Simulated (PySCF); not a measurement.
Compound: C2H9BN2.
Geometry (PBE0-D3(BJ)/def2-SVP, Å), atoms numbered from 1 in this order:
```
atom  x, y, z in Å
B1    -1.992    0.126    0.681
N2    -0.546    0.742    1.113
C3     0.602   -0.007    0.597
C4     1.940    0.565    0.993
N5     3.078    0.105    0.695
H6    -2.827    0.865    1.184
H7    -2.000    0.147   -0.545
H8    -2.011   -1.011    1.139
H9    -0.508    1.712    0.793
H10   -0.512    0.782    2.134
H11    0.499   -1.046    0.948
H12    0.500   -0.043   -0.499
H13    1.911    1.487    1.607
H14    2.994   -0.746    0.126
```

Computed with PySCF at PBE0/pcSseg-1, non-relativistic, on one gas-phase PBE0-D3(BJ)/def2-SVP geometry that isn't relaxed in the solvent. The solvent is an IEF-PCM continuum (van der Waals radii × 1.2). Specific hydrogen bonds and non-electrostatic terms are outside this model.

```
run  E − E(gas) (kcal/mol)  HOMO (eV)  HOMO–LUMO gap (eV)  dipole (D)
gas                   0.00      -7.89                6.81        3.21
  P                 -15.96      -7.88                7.41        3.73
  Q                 -16.72      -7.87                7.43        3.75
```

Problem. The runs were made in acetone and dimethylsulfoxide. Which run belongs to which solvent?

Solution. P = acetone, Q = dimethylsulfoxide. The dielectric constants are 20.49 (acetone), 46.83 (dimethylsulfoxide), and the energy falls further as ε rises. In this model the ground state sees the solvent through ε alone.

Problem. How constant is the ratio of the lowering to (ε − 1)/(2ε + 1)?

Solution. 
| solvent | (ε − 1)/(2ε + 1) | E − E(gas) (kcal/mol) | ratio (kcal/mol) | polarisation term (kcal/mol) |
| --- | --- | --- | --- | --- |
| acetone | 0.464 | -15.96 | -34.4 | -18.61 |
| dimethylsulfoxide | 0.484 | -16.72 | -34.5 | -19.65 |

The ratio changes by +0.5 % in size from acetone to dimethylsulfoxide. The polarisation term is half the interaction of the solute with the induced surface charges.
